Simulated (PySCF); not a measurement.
A PySCF script (with the pyscf-properties extension) for the NMR shieldings of SMILES C=C[Si@@]1(Cl)C[SiH2][C@@H]1F, C₄H₈ClFSi₂, on a GFN2-xTB geometry:

```python
import basis_set_exchange as bse
import numpy as np
from pyscf import gto, dft
from pyscf.prop import nmr

atoms = """
C     3.015635   -0.316518   -0.586572
C     1.730462   -0.128878   -0.845921
Si    0.371620   -0.070993    0.453740
Cl    1.113396   -0.383950    2.301272
C    -0.823363    1.433068    0.355008
Si   -2.383440    0.335953    0.133102
C    -1.174423   -1.177379    0.038144
F    -1.448154   -2.202252    0.939764
H     3.765402   -0.343764   -1.362122
H     3.372567   -0.452682    0.421133
H     1.423163    0.002287   -1.875918
H    -0.837024    2.060416    1.242157
H    -0.625903    2.096076   -0.483006
H    -3.128752    0.556966   -1.105600
H    -3.252406    0.268546    1.301377
H    -1.126379   -1.667954   -0.937969
"""
names = dict.fromkeys(["C", "Si", "Cl", "F", "H"], "pcSseg-1")
basis = {el: gto.basis.parse(bse.get_basis(n, elements=[el], fmt="nwchem")) for el, n in names.items()}
mol = gto.M(atom=atoms, basis=basis, charge=0, verbose=0)
mf = dft.RKS(mol, xc="PBE0")
mf.grids.level = 2
mf.grids.alignment = dft.numint.BLKSIZE   # the property module wants whole blocks of grid points
mf.conv_tol = 1e-9
mf.kernel()

calc = nmr.RKS(mf)   # GIAO
C = mf.mo_coeff
Co = C[:, mf.mo_occ > 0]
resp = mf.gen_response(singlet=True, hermi=2)
def vind(x):   # induced exchange potential for any number of trial vectors
    d = np.einsum("pi,xij,qj->xpq", C, 2 * x.reshape(-1, C.shape[1], Co.shape[1]), Co, optimize=True)
    return np.einsum("xpq,pi,qj->xij", resp(d - d.transpose(0, 2, 1)), C, Co, optimize=True).ravel()
mo1, _ = nmr.rhf.solve_mo1(calc, with_cphf=vind)
sigma = calc.kernel(mo1)
for i, s in enumerate(sigma):   # ppm
    w = np.linalg.eigvalsh((s + s.T) / 2)
    print("%2d %-2s iso %8.1f  s11 %8.1f  s22 %8.1f  s33 %8.1f" % (i, mol.atom_pure_symbol(i), w.mean(), *w))
```

**Question.** What does it print?

**Answer.** 
```
 0 C  iso     42.9  s11    -81.1  s22     37.1  s33    172.7
 1 C  iso     45.7  s11    -69.4  s22     41.6  s33    164.9
 2 Si iso    329.1  s11    297.5  s22    332.1  s33    357.6
 3 Cl iso    974.7  s11    921.8  s22    976.1  s33   1026.1
 4 C  iso    182.6  s11    159.9  s22    181.7  s33    206.2
 5 Si iso    388.4  s11    363.1  s22    377.7  s33    424.6
 6 C  iso     90.2  s11     36.2  s22     83.5  s33    150.8
 7 F  iso    454.9  s11    380.0  s22    487.3  s33    497.3
 8 H  iso     25.2  s11     22.4  s22     24.4  s33     28.7
 9 H  iso     25.3  s11     21.6  s22     23.4  s33     30.8
10 H  iso     25.5  s11     23.3  s22     24.8  s33     28.3
11 H  iso     30.8  s11     26.5  s22     28.4  s33     37.5
12 H  iso     31.1  s11     27.0  s22     28.3  s33     37.9
13 H  iso     27.0  s11     23.8  s22     24.6  s33     32.5
14 H  iso     26.9  s11     24.3  s22     24.5  s33     31.8
15 H  iso     25.9  s11     24.0  s22     25.0  s33     28.8
```

These numbers come from an equivalent density-fitted implementation of the same equations, which agrees with the script to about 0.01 ppm for H and up to a few tenths of a ppm for heavy atoms, so last digits may differ.

**Question.** Turn these shieldings into chemical shifts. δ = σ(ref) − σ, references computed at the same level: ¹³C (σ = 186.93 ppm) and ²⁹Si (σ = 349.16 ppm) and ¹H (σ = 31.72 ppm) vs TMS; ³⁵Cl (σ = 949.78 ppm) against HCl; ¹⁹F (σ = 170.95 ppm) vs CFCl3.

**Answer.** Averaging equivalent atoms: C 0: 144.0; C 1: 141.2; C 6: 96.8; C 4: 4.3; Si 2: 20.1; Si 5: -39.3; Cl 3: -25; F 7: -283.9; H 8: 6.56; H 9: 6.45; H 10: 6.24; H 15: 5.80; H 14: 4.84; H 13: 4.75; H 11: 0.93; H 12: 0.64 ppm. Unscaled 19F shifts against computed CFCl3 carry errors that often reach 10 to 50 ppm.

Size and cost of the density-fitted run: 197 basis functions, 32 s wall time on 1 thread of an Arm Neoverse V2, shared host; peak memory 0.88 GiB.
